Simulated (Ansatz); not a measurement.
Potential energy surface of H2Se, singlet: symmetric bend, bond length relaxed. Scanned: H-Se-H angle. Other coordinates (Se-H bond length) were minimised at B3LYP/def2-TZVP.

Computed with full CI/cc-pVDZ, cores with 3d frozen (Ansatz, a quantum-chemistry and plane-wave program).

Scanned values (°): 180, 172.07, 162.42, 147.82, 141.10, 129.35, 120.57, 109.37, 97.78, 89.66, 81.86, 69.85, 60.

Task: At which scan points does the profile have its minima and maxima, and how high do they lie?

Result: Lower than their neighbours: 89.66° (0.000 eV). Higher than their neighbours: 180° (3.398 eV, end of the scan), 60° (0.667 eV, end of the scan). The whole profile spans 3.398 eV.
